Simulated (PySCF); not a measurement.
**Basis and Hamiltonian dependence of the excitation energy of Ti**

Ti [Ar] 3d2 4s2 (3F) → Ti [Ar] 3d3 4s1 (5F). Calculated with PySCF 2.14 from differences of total energies of unrestricted determinants, without spin-orbit coupling. Values in eV.

```tsv
basis	Hamiltonian	functions	UHF	r2SCAN	PBE0	MP2 (valence)	CCSD(T) (valence)	CCSD(T) (valence and next inner shell)
aug-cc-pVDZ-DK	spin-free X2C	59	0.706	-0.380	0.075	0.934	1.072	n/a
ANO-RCC-VTZP	spin-free X2C	59	0.741	-0.330	0.114	0.932	1.105	0.918
aug-cc-pVDZ	non-relativistic	59	0.562	-0.519	-0.066	0.791	0.930	n/a
jorge-TZP-DKH	spin-free X2C	65	0.835	n/a	n/a	n/a	n/a	1.099
def2-TZVPPD	non-relativistic	67	0.585	-0.505	-0.050	0.814	0.962	0.787
cc-pVTZ	non-relativistic	68	0.588	n/a	n/a	0.811	0.967	n/a
x2c-TZVPPall with one added diffuse shell each of s, p, d, f type	spin-free X2C	80	0.729	-0.370	0.094	0.960	1.094	0.924
x2c-QZVPPall	spin-free X2C	96	0.740	-0.365	0.085	0.969	1.098	0.903
dyall-av2z	non-relativistic	101	0.588	-0.508	-0.044	0.812	0.954	n/a
aug-cc-pVTZ with one added diffuse shell each of s, p, d, f, g type	non-relativistic	118	0.587	-0.503	-0.054	0.833	n/a	n/a
```

**Question.** Estimate the row for x2c-TZVPPall (spin-free X2C, 64 functions).

**Answer.** From the rows with the same Hamiltonian and similar size; the calculation gives UHF 0.73; r2SCAN -0.37; PBE0 0.10; MP2 (valence) 0.96; CCSD(T) (valence) 1.10; CCSD(T) (valence and next inner shell) 0.93 (eV).

Frozen in the all-electron rows: valence: [Ar]; valence and next inner shell: [Ne].

Non-relativistic rows lack the scalar-relativistic shift.

Reference for a calculation without spin-orbit coupling: 0.806 eV (measured, between term centres; NIST).
